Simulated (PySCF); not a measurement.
C₄H₄ClF, SMILES C=C/C=C(\F)Cl.

Geometry: r2SCAN-D4/def2-SVP. Other conformers were not sampled.

Level of theory: PySCF with TDA-LC-ωPBE/def2-SVPD.

Vertical excitations.  State labels are in the subgroup Cs.

```json
[
 {"state": "S1", "symmetry": "A'", "energy (eV)": "6.16", "λ (nm)": "201", "f": "1.150", "main pairs": "HOMO→LUMO 94 %"},
 {"state": "S2", "symmetry": "A\"", "energy (eV)": "6.74", "λ (nm)": "184", "f": "0.000", "main pairs": "HOMO→LUMO+2 40 %, HOMO→LUMO+1 18 %, HOMO→LUMO+4 13 %, HOMO→LUMO+8 11 %"},
 {"state": "S3", "symmetry": "A\"", "energy (eV)": "7.17", "λ (nm)": "173", "f": "0.003", "main pairs": "HOMO→LUMO+1 53 %, HOMO→LUMO+2 29 %"},
 {"state": "S4", "symmetry": "A\"", "energy (eV)": "7.79", "λ (nm)": "159", "f": "0.001", "main pairs": "HOMO−3→LUMO 59 %, HOMO−2→LUMO 32 %"},
 {"state": "S5", "symmetry": "A\"", "energy (eV)": "7.93", "λ (nm)": "156", "f": "0.016", "main pairs": "HOMO→LUMO+4 40 %, HOMO→LUMO+3 35 %"},
 {"state": "S6", "symmetry": "A'", "energy (eV)": "7.95", "λ (nm)": "156", "f": "0.011", "main pairs": "HOMO→LUMO+5 60 %, HOMO→LUMO+7 24 %, HOMO−1→LUMO 10 %"},
 {"state": "S7", "symmetry": "A\"", "energy (eV)": "8.06", "λ (nm)": "154", "f": "0.009", "main pairs": "HOMO→LUMO+3 48 %, HOMO→LUMO+4 28 %, HOMO→LUMO+2 9 %"},
 {"state": "S8", "symmetry": "A\"", "energy (eV)": "8.30", "λ (nm)": "149", "f": "0.000", "main pairs": "HOMO−2→LUMO 53 %, HOMO−3→LUMO 29 %"},
 {"state": "S9", "symmetry": "A'", "energy (eV)": "8.35", "λ (nm)": "148", "f": "0.032", "main pairs": "HOMO−1→LUMO 79 %"},
 {"state": "S10", "symmetry": "A'", "energy (eV)": "8.74", "λ (nm)": "142", "f": "0.003", "main pairs": "HOMO−2→LUMO+1 38 %, HOMO−2→LUMO+2 24 %, HOMO−2→LUMO+8 17 %"},
 {"state": "T1", "symmetry": "A'", "energy (eV)": "2.90", "λ (nm)": "428", "f": "0", "main pairs": "HOMO→LUMO 90 %"},
 {"state": "T2", "symmetry": "A'", "energy (eV)": "4.77", "λ (nm)": "260", "f": "0", "main pairs": "HOMO−1→LUMO 44 %, HOMO→LUMO+5 23 %, HOMO→LUMO+7 17 %, HOMO−4→LUMO 7 %"},
 {"state": "T3", "symmetry": "A\"", "energy (eV)": "6.19", "λ (nm)": "200", "f": "0", "main pairs": "HOMO→LUMO+1 28 %, HOMO→LUMO+2 24 %, HOMO→LUMO+8 17 %, HOMO→LUMO+4 8 %"},
 {"state": "T4", "symmetry": "A\"", "energy (eV)": "6.93", "λ (nm)": "179", "f": "0", "main pairs": "HOMO→LUMO+2 40 %, HOMO→LUMO+1 36 %, HOMO→LUMO+4 8 %"}
]
```
Triplets are in the Tamm–Dancoff approximation.
